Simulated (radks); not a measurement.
Values are calculated unless marked as measured or tabulated.
Question: Ionisation of the titanium ion Ti+, [Ar] 3d2 4s1, to Ti2+, [Ar] 3d2, under several functionals. Dirac Kohn-Sham, spin-unpolarised, spherical densities, finite nucleus; open shells are shared between the two j in proportion to 2j + 1; a radial shooting solver on a logarithmic mesh with Libxc functionals. The NIST Atomic Spectra Database gives 13.576 eV (measured). Rank these functionals by the error of their Delta-SCF ionisation energy: AM05; PBEsol; BP86.

Answer: From best to worst: BP86 13.663 eV (+0.088); PBEsol 13.471 eV (-0.104); AM05 13.438 eV (-0.138). Spin polarisation and multiplet splitting are left out, so open shells lie too high by an amount that depends on their filling.

Beside tabulated values, note that spin-unpolarised runs miss the spin-polarisation part of the exchange energy of open shells.
